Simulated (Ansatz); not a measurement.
A series at Y: from `[NH2][Y]([NH2])[NH2]`, ligands are replaced one by one, each step taking up H–F and setting free NH₃; n counts the steps. Ansatz, PBE0-D4/def2-TZVP geometries. Each molecule was computed in one conformer, which needn't be the lowest.

```csv
n,molecule,"HOMO energy, ωB97M-V/def2-TZVPP (eV)"
0,`[NH2][Y]([NH2])[NH2]`,-8.69
1,`[NH2][Y]([NH2])[F]`,?
2,`[NH2][Y]([F])[F]`,-9.54
3,`[F][Y]([F])[F]`,-13.08
```

By hand: fit a straight line y = ȳ + b (n − n̄) to the 3 given rows and predict n = 1.

n̄ = 1.667, ȳ = -10.437; Σ(n − n̄)(y − ȳ) = -6.137, Σ(n − n̄)² = 4.667, so b = -1.315 eV a step. Prediction: -10.437 + (-1.315) × (-0.667) = -9.56 eV.

By hand: compare with the computed value, -9.10 eV, and give the steps along the whole series.

The line misses by 0.46 eV (computed minus predicted). Steps: -0.41, -0.44, -3.54 eV.

One step carries most of the change, so a line is a poor guide. The highest orbital can change its character along such a series. The miss is 10.5 % of the series' range.
